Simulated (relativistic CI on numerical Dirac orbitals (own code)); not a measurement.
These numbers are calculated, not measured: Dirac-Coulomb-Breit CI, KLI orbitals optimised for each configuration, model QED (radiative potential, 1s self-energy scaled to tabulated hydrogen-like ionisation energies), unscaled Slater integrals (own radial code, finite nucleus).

Configuration list (outside the closed core [Ar] 3d10): 4s2.4p6.4d2, 4s2.4p6.4d.4f, 4s2.4p5.4d3, 4s.4p6.4d3, 4s2.4p5.4d2.4f, 4s.4p6.4d2.4f, 4s2.4p6.4d.5s, 4s2.4p6.4f.5s, 4s2.4p6.4d.5p, 4s2.4p6.4d.5d, 4p6.4d3.4f, 4s2.4p5.4d2.5s, 4s2.4p6.4d.5f, 4s.4p6.4d.4f.5s, 4s2.4p6.5s.5p, 4s2.4p6.4d.5g, 4s.4p6.4d2.5s, 4s2.4p5.4d2.5d, 4s2.4p6.4d.6s, 4s2.4p6.4d.6d, 4s2.4p6.4f2, 4s2.4p5.4f3, 4s.4p6.4f3, 4p6.4d4, 4p5.4d5, 4p5.4d4.4f, 4s2.4p6.4f.5p, 4s2.4p5.4f2.5p, 4s.4p6.4f2.5p, 4s2.4p6.5s2, 4s2.4p5.4f.5s2, 4s.4p6.4f.5s2, 4s2.4p6.5p2, 4s2.4p5.4f.5p2, 4s.4p6.4f.5p2, 4p6.4d3.5s, 4p5.4d4.5s, 4p5.4d3.4f.5s, 4s.4p6.4d.5s2, 4s.4p5.4d.4f.5s2, 4p6.4d.4f.5s2. Double excitations out of closed p, d and f shells are left out; levels of such configurations are missing from the list, as are those of other unlisted configurations, and high levels can miss mixing partners. These lack a partner that the ground configuration has and come out too high: 4s2.4p5.4d2.5s, 4s.4p6.4d2.5s, 4s2.4p5.4d2.5d.

At this charge energies of transitions that change n are usually good to better than 1 %, and those within a shell (Δn = 0) to a few per cent.

Outline of the computed level scheme of Tl XLIV. Lowest level of each configuration: 4s2.4p6.4d2 3F_2 at 0.000 eV; 4s2.4p5.4d3 3D°_2 at 184.071 eV.

Some strong electric-dipole decays among the lowest 45 levels: 4s2.4p5.4d3 3D°_1 → 4s2.4p6.4d2 3F_2 (4.4e+11 s⁻¹); 4s2.4p5.4d3 3D°_1 → 4s2.4p6.4d2 3F_2 (4.2e+11 s⁻¹); 4s2.4p5.4d3 3F°_2 → 4s2.4p6.4d2 3F_2 (3.5e+11 s⁻¹); 4s2.4p5.4d3 3G°_3 → 4s2.4p6.4d2 3F_2 (2.3e+11 s⁻¹); 4s2.4p5.4d3 3D°_1 → 4s2.4p6.4d2 3P_0 (2.1e+11 s⁻¹); 4s2.4p5.4d3 3D°_1 → 4s2.4p6.4d2 3P_0 (6.7e+10 s⁻¹); 4s2.4p5.4d3 3P°_2 → 4s2.4p6.4d2 3F_2 (3.3e+10 s⁻¹); 4s2.4p5.4d3 3G°_4 → 4s2.4p6.4d2 3F_3 (2.8e+10 s⁻¹).

LS names give the leading component of a level, which can be under half, so a name can repeat, a term be missing and a line seem to break the LS rules.
